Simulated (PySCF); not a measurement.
# Radial density of Bi⁺ (bismuth, charge +1)

MN15, [Xe] 4f14 5d10 6s1 6p3, 6s spin antiparallel (an excited configuration). Calculation: PySCF 2.14, in ANO-RCC-VTZP; scalar relativity by spin-free X2C-1e.

```json
{"r (bohr)": "0.0188", "4πr²ρ (e/bohr)": "102.2", "4πr²(ρα − ρβ)": "0.0196"}
{"r (bohr)": "0.0317", "4πr²ρ (e/bohr)": "127.9", "4πr²(ρα − ρβ)": "0.0208"}
{"r (bohr)": "0.0532", "4πr²ρ (e/bohr)": "155.7", "4πr²(ρα − ρβ)": "-0.0071"}
{"r (bohr)": "0.0896", "4πr²ρ (e/bohr)": "122.8", "4πr²(ρα − ρβ)": "0.0027"}
{"r (bohr)": "0.151", "4πr²ρ (e/bohr)": "143.8", "4πr²(ρα − ρβ)": "0.0144"}
{"r (bohr)": "0.253", "4πr²ρ (e/bohr)": "83.85", "4πr²(ρα − ρβ)": "0.0045"}
{"r (bohr)": "0.426", "4πr²ρ (e/bohr)": "85.10", "4πr²(ρα − ρβ)": "0.0106"}
{"r (bohr)": "0.717", "4πr²ρ (e/bohr)": "29.50", "4πr²(ρα − ρβ)": "0.1093"}
{"r (bohr)": "1.21", "4πr²ρ (e/bohr)": "15.46", "4πr²(ρα − ρβ)": "-0.1623"}
{"r (bohr)": "2.03", "4πr²ρ (e/bohr)": "3.692", "4πr²(ρα − ρβ)": "0.6819"}
{"r (bohr)": "3.41", "4πr²ρ (e/bohr)": "0.9086", "4πr²(ρα − ρβ)": "0.6758"}
{"r (bohr)": "5.74", "4πr²ρ (e/bohr)": "0.04482", "4πr²(ρα − ρβ)": "0.0440"}
{"r (bohr)": "9.65", "4πr²ρ (e/bohr)": "0.0003806", "4πr²(ρα − ρβ)": "0.0004"}
```

Densities and radii are taken from the X2C orbitals without a picture-change correction, which distorts them close to the nucleus.

Spin-orbit coupling, which splits the p, d and f shells strongly at this Z, is absent. Spin-orbit coupling is strong in this species (close to jj coupling), so the high-spin LS determinant is a model state, not a physical level. With the s spin flipped the determinant is a mixture of two multiplicities, not a spectroscopic state.
